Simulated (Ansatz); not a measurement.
Born–Oppenheimer molecular dynamics of H8O2Si3 (13 atoms, charge 0, multiplicity 1). It starts from a relaxed structure.

Computed with Ansatz 0.2.0, RKS r2SCAN/STO-3G.

```
ensemble        : NVT, Langevin thermostat
time step       : 0.5 fs
steps asked     : 300
set temperature : 1000 K
friction        : 0.05 /fs
seed            : 164727
```

Frames 10 fs apart, positions in Å, forces in eV/Å.

Velocities at 25 fs (Å/ps):

```
Si -13.30 1.27 5.74
O -10.22 11.86 8.24
Si -8.19 4.86 -4.83
H 18.89 29.22 -3.28
H -25.48 11.36 -57.50
H 10.51 18.11 39.16
Si 3.53 -1.77 -0.82
H 2.40 10.50 22.65
H -15.48 16.44 -16.21
H 39.95 -9.23 -40.49
H -24.51 -27.87 17.56
O -14.09 2.75 -16.62
H 18.23 3.51 10.01
```

```xyz
13
Properties=species:S:1:pos:R:3:forces:R:3 time_fs=25 energy_less_start_eV=1.154 T=1128
Si -0.041 0.017 0.167 -2.07 -1.38 -2.73
O 0.143 -0.522 1.706 -0.74 -0.36 3.22
Si -1.347 -0.497 2.610 1.57 -3.56 0.94
H -2.337 -1.176 1.800 -0.33 0.03 0.09
H -1.244 -1.268 3.940 0.20 0.94 -1.84
H -1.814 0.746 2.925 -0.74 2.47 0.38
Si 1.994 -0.115 -0.715 -1.59 2.91 -3.23
H 2.647 -1.264 -0.560 1.68 -3.23 0.94
H 2.062 0.082 -2.215 -0.31 0.07 1.54
H 2.681 0.947 -0.110 1.01 0.83 0.43
H -0.682 1.370 0.153 0.19 -0.62 -0.17
O -0.959 -1.304 -0.703 -0.80 0.84 1.61
H -1.789 -1.582 -0.064 1.92 1.07 -1.19
13
Properties=species:S:1:pos:R:3:forces:R:3 time_fs=35 energy_less_start_eV=0.723 T=969
Si -0.138 -0.001 0.166 0.52 0.29 -2.09
O 0.080 -0.452 1.781 0.56 -0.41 -0.08
Si -1.373 -0.470 2.613 -1.18 -2.52 0.53
H -2.407 -1.136 1.745 0.32 1.03 0.56
H -1.310 -1.452 3.729 0.26 0.94 -0.42
H -1.675 0.853 3.062 -0.54 0.47 0.19
Si 2.011 -0.135 -0.750 -1.21 0.61 1.33
H 2.494 -1.444 -0.406 0.09 -0.33 -0.44
H 1.940 0.178 -2.134 0.14 -0.27 -0.77
H 2.981 0.769 -0.183 -0.09 0.21 0.13
H -0.835 1.383 0.241 0.59 -1.48 -0.45
O -1.028 -1.226 -0.854 1.44 1.90 1.24
H -1.733 -1.466 -0.169 -0.91 -0.45 0.26
13
Properties=species:S:1:pos:R:3:forces:R:3 time_fs=45 energy_less_start_eV=0.899 T=628
Si -0.164 -0.049 0.073 0.17 1.26 0.73
O 0.029 -0.428 1.765 2.12 -0.52 -2.43
Si -1.331 -0.504 2.651 -4.19 0.94 -0.33
H -2.533 -1.070 1.887 1.24 0.51 0.69
H -1.264 -1.321 3.827 0.47 0.06 0.43
H -1.685 0.935 2.864 -0.07 -0.99 0.52
Si 2.020 -0.186 -0.750 0.38 -1.86 3.74
H 2.383 -1.675 -0.576 -0.44 1.93 -0.55
H 2.119 0.216 -2.061 0.23 0.52 -2.05
H 3.068 0.531 0.083 -1.29 -0.52 -0.90
H -0.980 1.258 0.017 1.03 -1.04 0.10
O -1.016 -1.139 -0.916 0.51 -0.69 -0.42
H -1.943 -1.332 -0.559 -0.17 0.39 0.48
13
Properties=species:S:1:pos:R:3:forces:R:3 time_fs=55 energy_less_start_eV=1.591 T=1159
Si -0.219 -0.014 0.026 3.94 -3.52 2.25
O 0.080 -0.428 1.784 -0.19 0.45 -2.96
Si -1.338 -0.586 2.690 2.02 1.51 3.11
H -2.320 -1.395 2.184 -2.01 -1.06 -1.19
H -0.931 -1.260 3.965 -0.26 0.56 -0.96
H -1.751 0.791 3.069 -0.40 -0.82 -0.31
Si 2.008 -0.216 -0.737 -1.94 -1.40 -0.81
H 2.527 -1.585 -1.110 -0.54 1.19 1.00
H 2.178 0.489 -1.934 -0.19 0.64 -1.34
H 2.767 0.581 0.093 1.50 0.48 1.60
H -1.113 0.948 -0.221 -1.89 3.79 0.02
O -0.948 -1.180 -0.902 0.36 -2.47 -0.90
H -1.939 -1.094 -1.033 -0.39 0.64 0.50
13
Properties=species:S:1:pos:R:3:forces:R:3 time_fs=65 energy_less_start_eV=1.617 T=937
Si -0.232 0.024 0.047 2.10 -3.04 -1.71
O 0.097 -0.413 1.632 -2.06 -0.41 2.39
Si -1.305 -0.652 2.733 1.37 0.85 0.45
H -2.216 -1.671 2.224 0.10 0.17 0.09
H -0.763 -1.014 4.066 -0.08 -0.26 -1.00
H -2.057 0.574 3.128 0.32 -0.56 -0.90
Si 1.960 -0.220 -0.742 -0.11 6.18 -1.42
H 2.497 -1.343 -1.382 0.29 -1.53 0.07
H 2.002 0.814 -1.990 -0.12 -1.92 2.28
H 2.902 0.521 0.189 -0.65 -1.30 -0.78
H -1.080 1.193 -0.043 -0.09 0.39 -0.25
O -0.870 -1.340 -0.956 0.70 1.62 1.78
H -1.687 -0.810 -1.190 -1.77 -0.18 -0.99
13
Properties=species:S:1:pos:R:3:forces:R:3 time_fs=75 energy_less_start_eV=2.180 T=1240
Si -0.146 0.003 0.034 -2.09 -1.24 -3.81
O 0.013 -0.520 1.579 -0.39 -0.25 1.61
Si -1.217 -0.711 2.736 -1.17 -2.18 -2.17
H -2.200 -1.813 2.390 1.48 0.32 0.42
H -0.524 -0.978 3.945 0.03 0.18 0.86
H -2.202 0.280 2.607 -0.35 1.82 0.64
Si 1.927 -0.193 -0.794 2.14 4.17 0.46
H 2.670 -1.213 -1.463 -0.49 -0.79 -0.30
H 1.721 0.983 -1.800 1.00 -1.68 1.17
H 2.999 0.288 0.274 -1.89 -0.56 -1.77
H -0.651 1.469 -0.249 0.40 -1.90 0.68
O -0.898 -1.327 -1.025 4.26 0.49 2.78
H -1.767 -1.220 -1.441 -2.92 1.61 -0.57
13
Properties=species:S:1:pos:R:3:forces:R:3 time_fs=85 energy_less_start_eV=1.388 T=1118
Si -0.047 -0.076 -0.049 -3.11 -0.67 0.92
O -0.016 -0.671 1.575 1.99 1.12 -3.00
Si -1.175 -0.733 2.692 -2.69 -2.02 1.55
H -2.017 -1.977 2.516 0.79 0.94 0.16
H -0.496 -0.849 3.971 -0.08 0.15 -0.02
H -2.170 0.306 2.738 0.03 0.63 -0.06
Si 1.912 -0.150 -0.871 4.19 -4.66 -0.14
H 2.355 -1.371 -1.701 -1.42 1.17 1.06
H 1.935 0.775 -1.843 0.52 2.82 -1.96
H 3.074 -0.235 0.016 -0.44 1.01 0.04
H -0.633 1.324 -0.329 0.39 -1.45 0.75
O -0.924 -1.257 -1.043 2.05 0.14 1.30
H -1.735 -0.726 -1.205 -2.21 0.82 -0.62
13
Properties=species:S:1:pos:R:3:forces:R:3 time_fs=95 energy_less_start_eV=1.110 T=964
Si -0.050 -0.176 -0.138 -0.63 -0.60 3.82
O 0.032 -0.740 1.469 -0.13 -0.51 1.19
Si -1.162 -0.749 2.738 1.60 -1.03 -1.07
H -1.999 -1.985 2.683 0.60 0.71 0.15
H -0.360 -0.684 3.998 -0.68 -0.18 -0.86
H -2.064 0.357 2.716 -0.41 0.63 -0.07
Si 1.938 -0.131 -0.923 1.16 0.88 -1.53
H 1.838 -1.221 -1.817 0.69 -1.09 -0.32
H 2.216 0.952 -1.821 -0.22 0.50 -0.05
H 2.999 -0.101 -0.002 0.83 -0.49 0.75
H -0.842 0.926 0.048 -1.11 2.70 -0.33
O -0.973 -1.190 -1.066 -0.42 -1.54 -1.24
H -1.756 -0.588 -1.199 -1.28 0.03 -0.43
13
Properties=species:S:1:pos:R:3:forces:R:3 time_fs=105 energy_less_start_eV=0.754 T=1454
Si -0.122 -0.235 -0.149 -0.91 1.79 2.31
O 0.000 -0.834 1.431 0.34 -0.86 -0.14
Si -1.108 -0.810 2.695 1.80 3.38 0.41
H -1.953 -1.880 2.803 -1.23 -2.17 0.13
H -0.268 -0.602 3.903 -0.49 -0.63 -0.58
H -1.980 0.376 2.745 0.15 -0.31 -0.41
Si 1.947 -0.137 -1.001 0.93 1.54 0.25
H 2.010 -1.149 -2.040 0.47 0.12 0.12
H 2.141 1.243 -1.586 -0.20 -1.44 0.33
H 2.983 -0.229 0.074 -0.71 -0.30 -0.99
H -0.772 1.064 0.162 0.25 -0.06 -0.80
O -1.109 -1.164 -1.124 -2.05 -0.60 -1.56
H -1.997 -0.666 -1.397 1.65 -0.46 0.93
13
Properties=species:S:1:pos:R:3:forces:R:3 time_fs=115 energy_less_start_eV=1.521 T=902
Si -0.203 -0.302 -0.080 2.57 1.20 -3.36
O -0.006 -0.975 1.396 -0.46 -1.09 1.14
Si -1.144 -0.849 2.644 0.95 3.00 0.11
H -2.017 -1.867 2.953 -1.02 -2.06 0.04
H -0.276 -0.596 3.758 0.00 -0.17 0.54
H -2.025 0.337 2.559 0.44 -0.41 -0.31
Si 1.936 -0.145 -1.117 0.83 -2.76 0.00
H 2.247 -1.200 -2.142 -1.20 1.05 0.12
H 2.074 1.169 -1.839 0.38 -0.97 1.05
H 3.061 -0.808 -0.279 -1.14 2.17 -0.31
H -0.480 1.132 -0.070 -0.84 -0.08 0.46
O -1.185 -1.136 -1.254 -2.06 1.86 0.68
H -2.013 -0.438 -1.283 1.54 -1.74 -0.15
13
Properties=species:S:1:pos:R:3:forces:R:3 time_fs=125 energy_less_start_eV=1.651 T=1038
Si -0.181 -0.337 -0.102 0.41 0.16 -2.63
O -0.061 -1.069 1.404 2.15 -0.25 -2.60
Si -1.176 -0.846 2.544 -2.19 0.43 2.74
H -1.995 -2.077 2.655 0.01 0.72 -0.11
H -0.375 -0.843 3.853 -1.16 0.60 -1.30
H -2.046 0.364 2.107 0.93 -1.37 1.18
Si 1.890 -0.249 -1.230 1.26 1.47 -0.63
H 1.828 -1.079 -2.491 0.41 0.46 1.39
H 2.410 1.104 -1.702 -1.92 -0.90 -0.03
H 3.158 -0.259 -0.454 -0.85 -1.63 0.02
H -0.616 1.032 -0.121 -0.31 0.66 0.80
O -1.272 -1.087 -1.276 -0.54 0.05 0.27
H -2.169 -0.532 -1.394 1.81 -0.40 0.92
13
Properties=species:S:1:pos:R:3:forces:R:3 time_fs=135 energy_less_start_eV=0.782 T=1077
Si -0.162 -0.348 -0.170 1.21 0.70 -1.27
O -0.058 -1.078 1.298 0.99 -0.74 1.12
Si -1.185 -0.852 2.505 -2.30 -1.52 -0.57
H -2.135 -2.012 2.289 0.55 1.13 0.47
H -0.698 -0.959 3.835 0.78 -0.15 0.52
H -1.969 0.377 2.498 0.18 0.02 -0.35
Si 1.865 -0.283 -1.309 -2.81 1.31 2.10
H 1.703 -0.993 -2.465 0.01 -1.24 -2.05
H 1.850 1.113 -1.601 0.74 0.49 -0.31
H 2.949 -0.720 -0.557 1.39 -0.31 0.70
H -0.696 0.962 0.188 0.04 0.37 -0.43
O -1.261 -1.051 -1.288 1.50 -0.91 0.01
H -2.030 -0.482 -1.063 -2.29 0.84 0.07
```

Of the whole run (150 fs, mean temperature of the second half 1017 K): A run of 0.15 ps of so small a system gives no equilibrium averages. Limits of this set-up: minimal basis.

Run time: 26 min on 1 thread of Arm Neoverse V1, on a shared host, peak memory 0.13 GiB.
